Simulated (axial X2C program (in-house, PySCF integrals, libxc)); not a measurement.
Worked dissociation energy of GaBr: MP2, 2c

Computed with an axial X2C code built on PySCF integrals. Two-component (2c) means X2C with spin–orbit coupling and atomic mean-field two-electron Coulomb and Gaunt terms. Basis: Br dyall-cv3z [8s9p6d4f1g], Ga dyall-cv3z [9s9p7d4f1g] (cores contracted in-house); Gaussian nuclei, density fitting, unrestricted open shells. Masses: Br 78.918 u, Ga 68.926 u.

Molecular state: Ω = 0 (closed shell).

Correlated methods: 10 electrons correlated (number of frozen shells: Br 3 s, 2 p, 1 d; Ga 3 s, 2 p, 1 d), 274 virtual spin orbitals or spinors in MP2.

```
E(Br) (2M_J = 3) : -2603.743271 hartree
E(Ga) (2M_J = 1) : -1941.665376 hartree
E(GaBr) at Re    : -4545.561385 hartree
ωe               : 265.6 cm⁻¹
ωexe             : 0.659 cm⁻¹
```

(1) Work out De and D0.

Occupations by symmetry block were frozen at the best pattern of an incomplete PBE0 search. The closed shell is kept restricted, so the energy runs too high when the bond is stretched far. De is counted from the lowest determinant-based energies of the atoms at the same level, without counterpoise correction. With the outer-core shells frozen, correlated bond lengths of heavy atoms tend to come out a few hundredths of an ångström too long.

Each atomic determinant is the lowest at this level and need not be a pure J level. Totals compare only within one Hamiltonian and basis.

Results:

(1) De = -2603.743271 + (-1941.665376) − (-4545.561385) = 0.15274 hartree = 4.156 eV. The zero-point energy is ωe/2 − ωexe/4 = 133 cm⁻¹ = 0.016 eV, so D0 = 4.140 eV.
